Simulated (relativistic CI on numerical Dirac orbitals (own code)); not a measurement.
**Ni+ in a cubic cluster: 2p photoemission with charge transfer**

Computed with a charge-transfer multiplet model of a cubic metal-ligand cluster with up to one ligand hole, Slater and spin-orbit integrals from Dirac-Coulomb-Breit ions, Slater integrals scaled by 0.8. The ground state mixes d9 with configurations of k ligand holes L, whose averages lie at kΔ + k(k − 1)U_dd/2; a core hole lowers each added d electron by U_cd. 300 K, Lorentzian 0.6 eV and Gaussian 0.8 eV FWHM.

Atomic integrals in eV (Slater integrals scaled, ζ unscaled), ground: F2dd 9.736, F4dd 6.042, zeta_d 0.072; with the core hole: F2dd 9.736, F4dd 6.042, zeta_d 0.103, zeta_core 11.413, F2cd 6.198, G1cd 4.674, G3cd 2.657.

Cluster parameters (eV): Δ = 3, U_dd = 8.2, U_cd = 9.2, 10Dq(ligand) = 1.5, V(eg) = 2.25, V(t2g) = -1.22, final-state hopping factor = 0.9.

| Case | n_d | d9 | d10L | S |
| --- | --- | --- | --- | --- |
| 10Dq = 0.25 eV | 9.28 | 0.72 | 0.28 | 0.50 |
| 10Dq = 0.55 eV | 9.26 | 0.74 | 0.26 | 0.50 |
| 10Dq = 0.85 eV | 9.25 | 0.75 | 0.25 | 0.50 |
| 10Dq = 1.15 eV | 9.24 | 0.76 | 0.24 | 0.50 |
| 10Dq = 2.05 eV | 9.20 | 0.80 | 0.20 | 0.50 |

Weights, n_d and S are thermal averages at 300 K. Binding energies count from the first peak over 30 % of the highest in each spectrum, which can be another peak from case to case. The parameters are a model scan and need not match a compound or its usual spin state. Peaks in eV (height, largest 100):
- 10Dq = 0.25 eV: 0.0 (100), 7.1 (38), 9.4 (30), 17.2 (49), 25.4 (30)
- 10Dq = 0.55 eV: 0.0 (100), 7.0 (44), 9.2 (30), 17.2 (49), 25.4 (31)
- 10Dq = 0.85 eV: 0.0 (100), 6.9 (51), 9.1 (31), 17.1 (49), 25.3 (30)
- 10Dq = 1.15 eV: 0.0 (100), 6.8 (58), 8.9 (31), 17.1 (49), 24.3 (25), 25.2 (30)
- 10Dq = 2.05 eV: 0.0 (100), 6.6 (73), 8.6 (29), 17.2 (49), 23.9 (32), 24.8 (28)

Curve for 10Dq = 2.05 eV (points under 2 left out, the grid thinned):

(E (eV), Intensity): (-2.8, 2.1), (-2.3, 3.0), (-1.7, 5.6), (-1.2, 11.9), (-0.7, 35.7), (-0.1, 96.1), (0.4, 76.7), (1.0, 21.9), (1.5, 8.6), (2.0, 4.8), (2.6, 3.2), (3.1, 2.7), (3.6, 2.7), (4.2, 3.2), (4.7, 4.4), (5.2, 7.9), (5.8, 26.0), (6.3, 63.4), (6.9, 58.3), (7.4, 25.7), (7.9, 20.1), (8.5, 29.3), (9.0, 22.8), (9.5, 12.4), (10.1, 6.6), (10.6, 3.5), (11.1, 2.0), (15.5, 3.2), (16.0, 6.7), (16.6, 24.8), (17.1, 48.5), (17.6, 34.7), (18.2, 9.6), (18.7, 4.0), (19.2, 2.4), (22.3, 2.8), (22.8, 5.7), (23.3, 16.2), (23.9, 32.0), (24.4, 27.9), (25.0, 26.6), (25.5, 16.4), (26.0, 7.6), (26.6, 3.5), (27.1, 2.1)

For the case 10Dq = 1.15 eV, Δ = 3 eV is smaller than U_dd = 8.2 eV, the charge-transfer side of the Zaanen-Sawatzky-Allen scheme. With the core hole the average of the configuration with one ligand hole lies at Δ − U_cd = -6.2 eV before mixing: it lies below the unscreened one, so the lowest final states are mostly screened and the unscreened weight appears at higher binding energy as a satellite.
